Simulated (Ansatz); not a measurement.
C2H5BTe. The species carries charge 0 and has multiplicity 1. Te takes the def2 core potential.

Cartesian coordinates in Å:
```
B 0.263 -0.708 0.055
C -0.847 -0.112 0.965
Te -1.210 0.683 -1.069
C 0.965 0.427 -0.739
H 0.318 -1.861 -0.251
H -1.643 -0.743 1.350
H -0.664 0.765 1.580
H 1.533 0.203 -1.638
H 1.285 1.345 -0.252
```

Task: List the harmonic frequencies (cm⁻¹, unscaled) at PBE0-D4/def2-TZVP in Ansatz. (Estimate.)

Result: Computed: 302, 383, 420, 497, 752, 808, 842, 862, 890, 959, 986, 994, 1072, 1190, 1436, 1454, 2639, 3128, 3130, 3209, 3211.

Task: Is this a minimum?

Result: Yes, all 21 modes are real.

Task: Give the ideal-gas thermochemistry at 298.15 K and 1 bar (rigid rotor, harmonic oscillator; point group Cs, symmetry number 1).

Result: Zero-point energy 174.4 kJ/mol; H(298) − E = 189.1 kJ/mol; entropy 302.5 J/(mol·K), of which translation 172.7, rotation 107.3, vibration 22.5; G(298) − E = 98.9 kJ/mol.
